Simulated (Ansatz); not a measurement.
A nudged elastic band was laid between two geometries of C3H9AlSi (14 atoms, charge 0, multiplicity 1).

Level of theory: Ansatz, RKS B3LYP-D4/def2-SVP.

```json
{"movable images": "9", "climbing image": "yes", "spring": "5.0 eV/Å²", "optimiser": "quadratic models (default)", "start path": "through a guess of the saddle point", "force threshold": "0.05 eV/Å", "iteration limit": "60", "end points": "relaxed"}
```

First end point:

```xyz
14
Properties=species:S:1:pos:R:3
C -2.014 1.137 0.183
Al -0.277 0.979 1.083
C 0.927 -0.467 0.654
C 0.599 -1.709 -0.204
Si 1.502 -0.398 -1.158
H -2.239 0.287 -0.483
H -2.063 2.058 -0.425
H -2.837 1.212 0.917
H 0.225 2.098 2.094
H 1.787 -0.595 1.328
H -0.458 -1.893 -0.432
H 1.136 -2.632 0.046
H 2.943 -0.560 -1.461
H 0.755 0.454 -2.115
```

Last end point:

```xyz
14
Properties=species:S:1:pos:R:3
C -2.027 1.092 0.214
Al -0.308 0.912 1.145
C 0.917 -0.492 0.640
C 0.611 -1.663 -0.321
Si 1.545 -0.284 -1.143
H -2.822 0.567 0.775
H -2.008 0.648 -0.796
H -2.351 2.141 0.117
H 0.151 1.945 2.262
H 1.754 -0.675 1.328
H -0.440 -1.826 -0.590
H 1.142 -2.603 -0.131
H 2.993 -0.431 -1.414
H 0.831 0.641 -2.056
```

(1) What changes between the two ends?

(2) What energy profile does the band end with?

(3) What is the geometry of the highest image?

Answers

(1) No bond is made or broken. The dihedral H7–C1–Al2–H9 goes from 59 to 153°.

(2) The forces met the threshold. The highest image is number 5 of 0 to 10, 0.005 eV above the ends, which have the same energy within 2 meV. The top lies less than 8 meV above the higher end, about what the thresholds resolve: that end is a shoulder or a very shallow well. A vibrational analysis at the climbing image gives no mode beyond 40i cm⁻¹: the surface is too flat there to confirm a saddle point.

```tsv
image	path coordinate (Å)	energy (eV)	dihedral H7–C1–Al2–H9 (°)
0	0.00	0.000	59
1	0.28	0.001	69
2	0.57	0.002	79
3	0.85	0.003	89
4	1.13	0.004	99
5	1.41	0.005	109
6	1.68	0.005	118
7	1.94	0.004	127
8	2.20	0.004	136
9	2.47	0.003	145
10	2.73	0.002	153
```

(3) 
```xyz
14
Properties=species:S:1:pos:R:3
C -2.013 1.080 0.220
Al -0.290 0.947 1.154
C 0.933 -0.457 0.640
C 0.573 -1.646 -0.283
Si 1.531 -0.317 -1.157
H -2.538 0.108 0.211
H -1.861 1.357 -0.840
H -2.696 1.827 0.657
H 0.178 2.009 2.241
H 1.775 -0.647 1.322
H -0.489 -1.782 -0.525
H 1.079 -2.597 -0.079
H 2.970 -0.518 -1.447
H 0.836 0.608 -2.085
```

The run took 3.2 min on 2 threads of Arm Neoverse V1, on a shared host, peak memory 0.3 GiB.
